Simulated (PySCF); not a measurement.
# Spinor energies of Tm⁺ (thulium, charge +1)

Start: [Xe] 4f13 6s1; 4f5/2 filled at m_j = -5/2, -3/2, -1/2, +1/2, +3/2, +5/2; 4f7/2 filled at m_j = -5/2, -3/2, -1/2, +1/2, +3/2, +5/2, +7/2; 6s1/2 filled at m_j = +1/2. Calculated with PySCF 2.14 in x2c-SVPall-2c: generalised Hartree-Fock with the X2C-1e Hamiltonian and a Gaussian nucleus; one run each with spin-orbit coupling (SO) switched off, then screened by Boettger's factors.

```tsv
spinor shell	electrons	ε, spin-free (eV)	ε, screened SO (eV)	weight of nominal j (screened SO)	rms radius, screened SO (bohr)
1s1/2	2	-59695.4	-59681.2	1.000	0.0227
2s1/2	2	-10206.7	-10202.3	1.000	0.0918
2p1/2	2	-9011.0	-9706.6	1.000	0.0783
2p3/2	4	-9011.0	-8720.6	1.000	0.0852
3s1/2	2	-2353.7	-2352.4	1.000	0.235
3p1/2	2	-1984.8	-2134.1	1.000	0.227
3p3/2	4	-1984.8	-1921.5	1.000	0.241
3d3/2	4	-1526.0	-1553.2	1.000	0.214
3d5/2	6	-1526.0	-1506.8	1.000	0.218
4s1/2	2	-495.57	-495.22	1.000	0.530
4p1/2	2	-371.84	-406.27	0.999	0.543
4p3/2	4	-371.84	-357.23	1.000	0.574
4d3/2	4	-204.37	-210.64	0.993	0.612
4d5/2	6	-204.37	-199.96	0.995	0.624
5s1/2	2	-70.893	-70.847	1.000	1.33
5p1/2	2	-39.602	-44.048	0.992	1.51
5p3/2	4	-39.602	-37.753	0.996	1.63
4f5/2	6	-19.784	-20.860	0.944	0.869
4f7/2	7	-19.784	-18.736	0.952	0.891
6s1/2	1	-11.123	-11.127	1.000	4.08
```

```csv
quantity,spin-free,screened SO
E (hartree),-13556.57985,-13568.50879
M_J,4,4
⟨J²⟩,20.010,20.010
⟨L²⟩,12.009,12.107
⟨S²⟩,2.001,2.102
```

Each row is a mean over spinors that exchange with the open shell spreads, by up to 9.469 eV (4d5/2).

Breit and QED terms are absent; they matter most for the inner s and p1/2 levels.

Densities and radii are taken from the X2C orbitals without a picture-change correction, which distorts them close to the nucleus.

Without spin-orbit coupling the j labels of p, d and f shells carry no meaning; the spin-free column gives the mean over the occupied spinors of each nl shell.
